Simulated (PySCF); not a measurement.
F4Ti, SMILES [Ti+]([F])([F])([F])[F] (connectivity only; charge and spin as stated), charge +1, multiplicity 2. Atoms are numbered in the order given.

```xyz
5

Ti     0.0000     0.0000     0.0000
F     -1.0373    -1.0373     0.9561
F     -1.0373     1.0373    -0.9561
F      1.0373    -1.0373    -0.9561
F      1.0373     1.0373     0.9561
```
Charge +1, spin multiplicity 2.

Coordinates come from a B3LYP-D3(BJ)/def2-SVP optimisation. A frequency run showed that this geometry is not a minimum. The multiplicity is an assumed one; other spin states were not compared.

Method: B3LYP/def2-TZVP in PySCF.

ESP charges are fitted to the potential on shells at 1.4 to 2.0 van der Waals radii. Atomic charges (e):

```csv
atom,ESP fit,Mulliken,Löwdin,meta-Löwdin,Mulliken spin
Ti1,1.36,1.76,…,1.77,-0.17
F2,-0.09,-0.19,…,-0.19,0.29
F3,-0.09,-0.19,…,-0.19,0.29
F4,-0.09,-0.19,…,-0.19,0.29
F5,-0.09,-0.19,…,-0.19,0.29
```

Problem. Fill in the missing entries. (Estimate from the structure and the level; the computed values follow.)

Solution. 
- Ti1, Löwdin: 0.76
- F2, Löwdin: 0.06
- F3, Löwdin: 0.06
- F4, Löwdin: 0.06
- F5, Löwdin: 0.06
